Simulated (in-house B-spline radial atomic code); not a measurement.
# Ionising Ag5+ with different functionals

Computed with a radial B-spline atomic code at the basis-set limit: non-relativistic Hamiltonian, point nucleus, spin-polarised at highest spin, spherical fractional occupations for the functionals, and exact exchange of hybrids averaged over the configuration. The ionisation energy is the difference of two self-consistent energies, [Kr] 4d6 → [Kr] 4d5, without Breit or QED terms; ε is the level of the shell that loses the electron (its least bound occupied spin orbital). There is no spin-orbit coupling in this Hamiltonian.

```
   method                    rung  ΔSCF (eV)  -ε(4d) (eV)
     PBE0           global hybrid      84.39        78.18
    B3LYP           global hybrid      84.59        77.83
    TPSSh           global hybrid      84.25        76.57
   M06-2X           global hybrid      85.09        81.52
BHandHLYP           global hybrid          ?            ?
  r2SCAN0           global hybrid      83.79        77.77
    B97-1           global hybrid      84.66        77.98
    HSE06  range-separated hybrid      84.34        77.72
    wB97X  range-separated hybrid      84.40        80.82
CAM-B3LYP  range-separated hybrid      84.56        79.79
  LC-wPBE  range-separated hybrid          ?            ?
```

Question: What does LC-wPBE give?

Answer: ΔSCF 84.50 eV, and -ε(4d) = 81.10 eV.

Question: What does BHandHLYP give?

Answer: ΔSCF 84.26 eV, and -ε(4d) = 80.46 eV.

Question: Among the functionals, which spreads more, the ΔSCF values or the orbital energies?

Answer: The orbital energies: ΔSCF values span about 1.30 eV and the orbital energies 4.95 eV.

Question: How do they compare with the NIST value?

Answer: NIST lists 82 eV ± 2 (tabulated theory, ground level to ground level). Errors run from +1.79 to +3.09 eV; all lie within about twice that uncertainty, so the table can't rank the methods.
